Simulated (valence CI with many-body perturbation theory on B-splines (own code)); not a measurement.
Values are calculated unless marked as measured or tabulated.
Basis-set convergence for Hf⁶⁶⁺

Method: configuration interaction combined with many-body perturbation theory (CI+MBPT): four valence electrons over a frozen Dirac-Fock core [He], a basis of 9 s, 9 p, 8 d, 6 f, 3 g, 1 h functions for each j, with the one-electron correlation potential Σ1, the two-electron term Σ2, the three-electron term Σ3, Breit, model QED; selected CI, second order for the rest, scaled by the run's own slope (own B-spline code, finite nucleus).

No measured spectrum was set against this ion. As an estimate, large intervals hold to a few tenths of a per cent, small ones and those within an open d or f shell to about a per cent.

The reference run has the lowest level (2s^2 2p1/2^2) J=0 and an ionisation energy of 17282.9 eV. Its largest variational space holds 20000 state functions.

Levels are named by their leading jj configuration (3d3/2^4 stands for four electrons in 3d with j = 3/2), which in mixed levels can hold well under half, so a name can repeat and another be missing. Letters in brackets count levels of one name in rising energy.

Changed runs:
A. basis 6 s, 6 p, 5 d, 3 f, 1 g
B. basis 5 s, 5 p, 4 d, 2 f

Excitation energies of the reference run in cm⁻¹, and shifts in cm⁻¹:

```
                     Level  Reference       A       B
    (2s^2 2p1/2 2p3/2) J=1   10025300     +75    -157
    (2s^2 2p1/2 2p3/2) J=2   10171800    +233    +233
    (2s 2p1/2^2 2p3/2) J=2   12355100    +7.5    -318
    (2s 2p1/2^2 2p3/2) J=1   13041500     +91    +105
        (2s^2 2p3/2^2) J=2   20378700    +212    +1.7
        (2s^2 2p3/2^2) J=0   20867000    +153    +173
(2s 2p1/2 2p3/2^2) J=2 [a]   22156600     -29    -669
    (2s 2p1/2 2p3/2^2) J=3   22510700    +282     +23
    (2s 2p1/2 2p3/2^2) J=0   22993800     -15    -205
(2s 2p1/2 2p3/2^2) J=1 [a]   23171200    +176    -2.2
(2s 2p1/2 2p3/2^2) J=2 [b]   23246900    +314    +370
(2s 2p1/2 2p3/2^2) J=1 [b]   23280800    +169    +127
    Ionisation energy (eV)    17282.9  +0.016  -0.072
```
